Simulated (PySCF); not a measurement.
KCl: a composite coupled-cluster calculation

State: ¹Σ⁺, singlet, closed shell. De refers to K + Cl. RHF-based CCSD(T) in PySCF 2.14 with K cc-pwCVDZ-X2C, Cl aug-cc-pVDZ-DK and K cc-pwCVTZ-X2C, Cl aug-cc-pVTZ-DK (frozen core orbitals: 10; spin-free X2C with a Gaussian nucleus). Correlation energies are extrapolated as n⁻³ (n = 2, 3), Hartree–Fock as (n+1)·exp(−9√n). CV is the change on freezing 6 orbitals instead, in K cc-pwCVTZ-X2C, Cl cc-pCVTZ-DK.

| Level | Re (Å) | ωe (cm⁻¹) | ωexe (cm⁻¹) | αe (cm⁻¹) | De (eV) |
| --- | --- | --- | --- | --- | --- |
| CCSD(T)/DZ | 2.7459 | 265.6 | 1.21 | 0.000772 | 4.092 |
| CCSD(T)/TZ | 2.6864 | 275.8 | 1.19 | 0.000788 | 4.247 |
| HF/CBS | 2.7372 | 265.1 | 1.14 | 0.000759 | 3.230 |
| MP2/CBS | 2.6619 | 280.3 | 1.20 | 0.000801 | 4.486 |
| CCSD/CBS | 2.6744 | 278.4 | 1.18 | 0.000790 | 4.222 |
| CCSD(T)/CBS | 2.6691 | 279.3 | 1.19 | 0.000794 | 4.326 |
| CCSD(T)/CBS+CV | 2.6671 | 279.6 | 1.19 | 0.000796 | 4.333 |

Question: How much is left between CCSD(T)/TZ and the basis-set limit, and how much do the triples give at the limit?

Answer: CCSD(T)/CBS less CCSD(T)/TZ: -17.3 mÅ in Re, +3.5 cm⁻¹ in ωe and +0.079 eV in De. CCSD(T)/CBS less CCSD/CBS: -5.3 mÅ in Re, +0.9 cm⁻¹ in ωe and +0.104 eV in De.

Question: What do the later terms add?

Answer: CV: -2.0 mÅ in Re, +0.3 cm⁻¹ in ωe and +0.007 eV in De, each against the row above.

The T1 diagnostic is 0.008. The open-shell atoms are computed with UHF. Spin–orbit coupling, excitations beyond (T) and corrections to the Born–Oppenheimer picture are left out.

The whole job (state search and all basis sets along the bond) took about 4.1 min on 4 threads of AMD EPYC 9R45 96-Core (shared host), peak memory 4.5 GiB.
